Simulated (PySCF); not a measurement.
Species: C7H11N.
Atom-mapped SMILES: `[H]/[N:2]=[CH:3]\[C@:4]12[CH2:5][C@:6]([CH3:7])([CH2:8]1)[CH2:9]2` (hydrogens: H1 on N2; H10 on C3; H11, H12 on C5; H13, H14, H15 on C7; H16, H17 on C8; H18, H19 on C9)

Method used: TDDFT B3LYP/def2-SVPD, vertical, gas phase, core orbitals frozen in the response (PySCF). Isolated species at its GFN2-xTB geometry (one conformer only). Torsions of this conformer, `[H]/[N:2]=[CH:3]\[C@:4]12[CH2:5][C@:6]([CH3:7])([CH2:8]1)[CH2:9]2`: N2–C3–C4–C5 -59°.

Computed states:

| state | E (eV) | f |
| --- | --- | --- |
| S1 | 4.85 | 0.0021 |
| S2 | 6.58 | 0.0011 |
| S3 | 7.05 | 0.0075 |
| S4 | 7.15 | 0.0046 |
| S5 | 7.19 | 0.236 |
| S6 | 7.26 | 0.073 |
| S7 | 7.32 | 0.0013 |
| S8 | 7.33 | 0.0001 |

Broadening: Gaussians 0.25 eV wide at half height, area fixed by f = 4.319×10⁻⁹ ∫ε dν̃. The cross-section is σ = 3.8235×10⁻²¹ ε cm², given in Mb (10⁻¹⁸ cm²). The width is an assumption, not a result. The curve ends short of the highest state used, and states not computed would add to its high-energy end.

Problem. Give the broadened spectrum and its maxima.

Solution. 
| λ (nm) | σ (Mb) |
| --- | --- |
| 184.2 | 0.22 |
| 185.9 | 0.34 |
| 187.6 | 0.46 |
| 189.3 | 0.46 |
| 191.0 | 0.34 |
| 192.7 | 0.18 |
| 194.4 | 0.08 |
| 196.1 | 0.03 |
| 197.8 | 0.01 |
| 199.5 | 0.00 |
| 201.2 | 0.00 |
| 202.8 | 0.00 |
| 204.5 | 0.00 |
| 206.2 | 0.00 |
| 207.9 | 0.00 |
| 209.6 | 0.00 |
| 211.3 | 0.00 |
| 213.0 | 0.00 |
| 214.7 | 0.00 |
| 216.4 | 0.00 |
| 218.1 | 0.00 |
| 219.8 | 0.00 |
| 221.5 | 0.00 |
| 223.1 | 0.00 |
| 224.8 | 0.00 |
| 226.5 | 0.00 |
| 228.2 | 0.00 |
| 229.9 | 0.00 |
| 231.6 | 0.00 |
| 233.3 | 0.00 |
| 235.0 | 0.00 |
| 236.7 | 0.00 |
| 238.4 | 0.00 |
| 240.1 | 0.01 |
| 241.8 | 0.03 |
| 243.5 | 0.06 |
| 245.1 | 0.12 |
| 246.8 | 0.21 |
| 248.5 | 0.35 |
| 250.2 | 0.51 |
| 251.9 | 0.67 |
| 253.6 | 0.79 |
| 255.3 | 0.85 |
| 257.0 | 0.84 |
| 258.7 | 0.75 |
| 260.4 | 0.62 |
| 262.1 | 0.47 |
| 263.8 | 0.33 |
| 265.4 | 0.22 |
| 267.1 | 0.13 |
| 268.8 | 0.08 |
| 270.5 | 0.04 |
| 272.2 | 0.02 |
| 273.9 | 0.01 |
| 275.6 | 0.00 |
| 277.3 | 0.00 |

Maxima: 256 nm (4.85 eV), ε about 220, made up of S1 (100%); 188 nm (6.58 eV), ε about 120, made up of S2 (100%) (ε in L mol⁻¹ cm⁻¹; maxima over ε = 5, shares over 10%).

Problem. On this curve, what absorbance would a 10⁻⁴ mol/L sample give at 266 nm over a 1 cm path?

Solution. 266 nm is 4.661 eV, where ε is about 49 L mol⁻¹ cm⁻¹, so A = ε c l ≈ 0.0049 (Beer–Lambert, with the gas-phase spectrum and the assumed width).

Problem. Coming from long wavelengths, where does ε first pass 100 L mol⁻¹ cm⁻¹?

Solution. At about 263 nm (4.71 eV), 0.13 eV below S1.

Problem. What would ε be at 4.85 eV, the highest of these maxima, with half the width (0.125 eV)?

Solution. About 448 L mol⁻¹ cm⁻¹ against 224, a factor of about 2.00; a lone state at its own centre would give exactly 2.
